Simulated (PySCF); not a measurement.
## Correlation energy of Au²⁺ (gold, charge +2)

[Xe] 4f14 5d9, 2D determinant. Computed with PySCF 2.14 in x2c-TZVPPall with one added diffuse shell each of s, p, d, f type (12s8p8d4f1g, 113 functions), with scalar relativity by spin-free X2C-1e. Frozen: [Xe] 4f14; 9 electrons correlated.

```
  level  correlation energy (mhartree)
   CCSD                        -237.74
    (T)                          -6.98
CCSD(T)                        -244.72
```

Diagnostics: T1 = 0.0050, D1 = 0.0163, largest double amplitude 0.034.

Task: Is a single reference adequate?

Result: Yes, within this model without spin-orbit coupling: T1 lies below 0.03 and no double amplitude reaches 0.07.
